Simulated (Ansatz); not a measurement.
Reaction (formal hydrolysis of a Ga–C bond): `C[CH2][Ga]([Cl])[Cl]` + H₂O → `[OH][Ga]([Cl])[Cl]` + `CC`

Gas-phase electronic energies from Ansatz, PBE0-D4/def2-TZVP geometries. CBS: MP2 limit from def2 TZ/QZ plus the TZ coupled-cluster correction, frozen cores. This one scheme is used for every species. For Ga outer-core shells are correlated without core-valence functions, which leaves a few kJ/mol of doubt a bond. Scalar relativity is left out up to krypton. Each species was taken in one conformer, which may not be the lowest.

```
               species  MP2/def2-SVP energy (Eh)
`C[CH2][Ga]([Cl])[Cl]`               -2921.19128
                   H₂O                 -76.16208
  `[OH][Ga]([Cl])[Cl]`               -2917.90558
                  `CC`                 -79.47706
```

Problem. Work out ΔE.

Solution. ΔE = (-2917.90558) + (-79.47706) − (-2921.19128) − (-76.16208) = -0.02928 Eh = -76.9 kJ/mol. CCSD(T)/CBS gives -49.2 kJ/mol.

Problem. What do rigid-rotor, harmonic-oscillator terms from PBE0-D4/def2-TZVP frequencies (298.15 K, 1 bar) make of the CCSD(T)/CBS value? (Estimate.)

Solution. Computed: ΔZPE = +5.2 kJ/mol, ΔH = -47.8 kJ/mol, ΔS = -13 J/(mol·K), ΔG = -43.8 kJ/mol. Modes under 50 cm⁻¹ make the entropy rough.

Largest T1 diagnostic among the species: 0.012.

At CCSD(T), def2-SVP lies −26.9 kJ/mol from the extrapolated value and def2-TZVPP −9.8 kJ/mol. In def2-TZVPP, CCSD(T) changes the Hartree–Fock value by +17.7 kJ/mol (the triples alone add +1.6 kJ/mol) and MP2 by +18.9 kJ/mol. Leaving LDA and LC-ωPBE aside and taking each functional with its dispersion term where it has one, the values, not all of them listed here, spread over 15.0 kJ/mol, from B97M-V to revPBE-D4. LDA lies +6.2 kJ/mol from PBE without D4.
